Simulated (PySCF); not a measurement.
Job file and geometry (Å, from PBE0-D3(BJ)/def2-SVP) of a spin–spin coupling run on SMILES [H]/N=[CH]/[GeH2][N](C)C, C3H10GeN2, B3LYP/pcJ-1 Ge:pcSseg-1 indirect spin-spin coupling, non-relativistic, gas phase (PySCF 2.14.0, density-fitted response routines); density fitting, a coarse starting grid and PySCF grid level 2 are the driver's defaults:

```
$ OMP_NUM_THREADS=1 python probes_run.py task.json out

{"job": {"kind": "j", "xc": "B3LYP", "basis": "pcJ-1"}, "charge": 0, "multiplicity": 1}
C     -1.074831    -0.532368     1.309158
N     -1.048234     0.033570    -0.014491
C     -1.427319     1.419999    -0.067772
Ge     0.142093    -0.644366    -1.238234
C      2.008647    -0.176281    -0.802722
N      2.708996    -1.033857    -0.177408
H     -0.361445    -0.053643     2.013776
H     -2.083852    -0.432040     1.751878
H     -0.834972    -1.607143     1.278921
H     -2.444937     1.558807     0.344737
H     -0.754481     2.092326     0.507925
H     -1.446646     1.780352    -1.108392
H      0.021675    -2.174619    -1.197946
H     -0.248559    -0.027692    -2.597498
H      2.391199     0.832788    -1.070124
H      3.646152    -0.665156     0.030992
```

Task: Write the output of this run.

Result: 
```
coarse grid: 57920 points
cycle   1  E = -2306.5513959683  dE = -2.905e-01  |g| = 1.018e+00  |ddm| = 3.269e+00
cycle   2  E = -2306.4149878649  dE =  1.364e-01  |g| = 1.276e+00  |ddm| = 1.438e+00
cycle   3  E = -2306.6349107972  dE = -2.199e-01  |g| = 2.926e-01  |ddm| = 1.049e+00
cycle   4  E = -2306.6517685388  dE = -1.686e-02  |g| = 9.565e-02  |ddm| = 2.289e-01
cycle   5  E = -2306.6532693797  dE = -1.501e-03  |g| = 2.734e-02  |ddm| = 6.740e-02
cycle   6  E = -2306.6534166804  dE = -1.473e-04  |g| = 8.617e-03  |ddm| = 2.476e-02
cycle   7  E = -2306.6534318977  dE = -1.522e-05  |g| = 1.185e-03  |ddm| = 8.369e-03
cycle   8  E = -2306.6534322534  dE = -3.557e-07  |g| = 2.673e-04  |ddm| = 1.457e-03
final grid: 122368 points
cycle   9  E = -2306.6534020199  dE = -4.084e-08  |g| = 3.279e-04  |ddm| = 1.518e-03
cycle  10  E = -2306.6534019994  dE =  2.049e-08  |g| = 4.496e-04  |ddm| = 5.550e-04
cycle  11  E = -2306.6534020427  dE = -4.329e-08  |g| = 8.362e-05  |ddm| = 3.415e-04
cycle  12  E = -2306.6534020442  dE = -1.534e-09  |g| = 1.073e-05  |ddm| = 5.661e-05
cycle  13  E = -2306.6534020442  dE = -2.046e-11  |g| = 3.482e-06  |ddm| = 9.077e-06
converged SCF energy = -2306.6534020442

Indirect spin-spin couplings (Hz)
  i      j    bonds     total        FC       PSO       DSO        SD
  0 C    1 N    1     -7.718    -7.512     0.448    -0.133    -0.522
  0 C    2 C    2      0.497     0.766    -0.269     0.001         -
  0 C    4 C    3     -0.744    -0.725    -0.003    -0.016         -
  0 C    6 H    1    138.024   136.500     0.650     0.874         -
  0 C    7 H    1    140.250   138.765     0.652     0.832         -
  0 C    8 H    1    138.546   136.985     0.656     0.905         -
  0 C    9 H    3      2.582     2.546    -0.009     0.045         -
  0 C   10 H    3      1.796     1.752     0.028     0.017         -
  0 C   11 H    3     12.752    12.754     0.485    -0.487         -
  0 C   12 H    3      0.623     0.628    -0.019     0.014         -
  0 C   13 H    3      5.841     6.313     0.293    -0.765         -
  1 N    2 C    1     -7.933    -7.745     0.457    -0.132    -0.514
  1 N    4 C    2     -0.109    -0.331     0.245     0.025    -0.049
  1 N    5 N    3      0.136     0.321    -0.086    -0.011    -0.089
  1 N    6 H    2      0.224     0.478    -0.225    -0.031     0.003
  1 N    7 H    2     -2.309    -2.046    -0.208    -0.046    -0.009
  1 N    8 H    2     -1.969    -1.726    -0.140    -0.079    -0.024
  1 N    9 H    2     -2.321    -2.058    -0.209    -0.045    -0.008
  1 N   10 H    2      0.198     0.447    -0.224    -0.028     0.003
  1 N   11 H    2     -1.846    -1.606    -0.141    -0.074    -0.024
  1 N   12 H    2     -9.058    -9.295     0.026     0.191     0.021
  1 N   13 H    2     -7.702    -7.927     0.029     0.171     0.025
  1 N   14 H    3     -0.059    -0.156     0.028     0.086    -0.018
  2 C    4 C    3     -0.747    -0.722    -0.003    -0.022         -
  2 C    6 H    3      1.817     1.772     0.031     0.015         -
  2 C    7 H    3      2.682     2.647    -0.009     0.044         -
  2 C    8 H    3     13.132    13.130     0.488    -0.486         -
  2 C    9 H    1    140.744   139.277     0.643     0.824         -
  2 C   10 H    1    136.917   135.375     0.680     0.862         -
  2 C   11 H    1    137.304   135.721     0.694     0.889         -
  2 C   12 H    3      6.131     6.599     0.289    -0.756         -
  2 C   13 H    3      1.091     1.068    -0.034     0.057         -
  4 C    5 N    1      2.860    -5.491    10.110    -0.070    -1.689
  4 C    6 H    4      0.996     0.920    -0.070     0.146         -
  4 C    7 H    4      0.989     1.080     0.226    -0.316         -
  4 C    9 H    4      0.799     0.898     0.208    -0.308         -
  4 C   10 H    4      0.540     0.493    -0.094     0.141         -
  4 C   12 H    2     14.771    15.297    -0.053    -0.473         -
  4 C   13 H    2     21.659    22.202    -0.071    -0.472         -
  4 C   14 H    1    151.315   150.865    -0.715     1.166         -
  4 C   15 H    2    -12.588    -9.232    -2.856    -0.500         -
  5 N    6 H    5     -0.235    -0.181     0.015    -0.049    -0.020
  5 N    7 H    5     -0.433    -0.454    -0.070     0.092    -0.001
  5 N   12 H    3      0.427     0.385     0.085    -0.038    -0.005
  5 N   13 H    3     -7.670    -7.967     0.003     0.283     0.011
  5 N   14 H    2      2.816     1.307     1.389     0.229    -0.110
  5 N   15 H    1    -42.326   -41.566    -0.582    -0.226     0.048
  6 H    7 H    2    -10.130   -10.463     2.250    -1.918         -
  6 H    8 H    2    -12.435   -12.925     2.214    -1.724         -
  6 H    9 H    4      1.493     1.414     0.611    -0.532         -
  6 H   10 H    4      1.346     1.095    -0.996     1.247         -
  6 H   11 H    4     -0.532    -0.544     1.599    -1.588         -
  6 H   12 H    4     -0.227     0.142     0.677    -1.046         -
  6 H   13 H    4     -1.192     0.260     1.158    -2.611         -
  6 H   15 H    6      0.159     0.142     0.218    -0.200         -
  7 H    8 H    2    -14.803   -15.194     2.268    -1.878         -
  7 H    9 H    4      0.479     0.260    -1.315     1.534         -
  7 H   10 H    4      1.503     1.425     0.600    -0.522         -
  7 H   11 H    4      0.152     0.109     1.535    -1.491         -
  7 H   12 H    4      0.180     0.268     0.761    -0.849         -
  7 H   13 H    4      0.651     1.521     1.106    -1.977         -
  7 H   14 H    5     -0.306    -0.040     0.964    -1.230         -
  8 H    9 H    4      0.179     0.131     1.526    -1.478         -
  8 H   10 H    4     -0.523    -0.536     1.597    -1.584         -
  8 H   11 H    4      2.472     2.597     1.845    -1.969         -
  8 H   12 H    4      0.690    -0.335    -1.346     2.370         -
  8 H   13 H    4     -0.427     1.669     0.998    -3.094         -
  8 H   14 H    5     -0.420    -0.005     0.796    -1.211         -
  9 H   10 H    2    -10.364   -10.688     2.239    -1.914         -
  9 H   11 H    2    -14.916   -15.293     2.278    -1.900         -
  9 H   12 H    4      0.483     1.337     1.061    -1.915         -
  9 H   13 H    4      0.257     0.309     0.803    -0.855         -
  9 H   14 H    5      0.218     0.374     0.783    -0.939         -
 10 H   11 H    2    -11.804   -12.274     2.279    -1.810         -
 10 H   12 H    4     -1.089     0.400     1.190    -2.679         -
 10 H   13 H    4     -0.161     0.068     0.602    -0.831         -
 10 H   14 H    5      0.351     0.175    -0.580     0.755         -
 11 H   12 H    4     -0.157     1.832     0.936    -2.924         -
 11 H   13 H    4      0.784    -0.339    -1.385     2.508         -
 11 H   15 H    6     -0.287     0.010     0.682    -0.979         -
 12 H   13 H    2     16.211    19.962     1.058    -4.809         -
 12 H   14 H    3      8.541    10.370     1.527    -3.356         -
 12 H   15 H    4     -0.789    -0.548     1.370    -1.612         -
 13 H   14 H    3     -1.541    -1.342     0.088    -0.286         -
 13 H   15 H    4      5.531     6.475     1.179    -2.122         -
 14 H   15 H    3     23.371    23.852    -0.425    -0.056         -
```

Size and cost of the density-fitted run: 276 basis functions, 100 s wall time on 1 thread of an Arm Neoverse V1, shared host; peak memory 1.1 GiB.
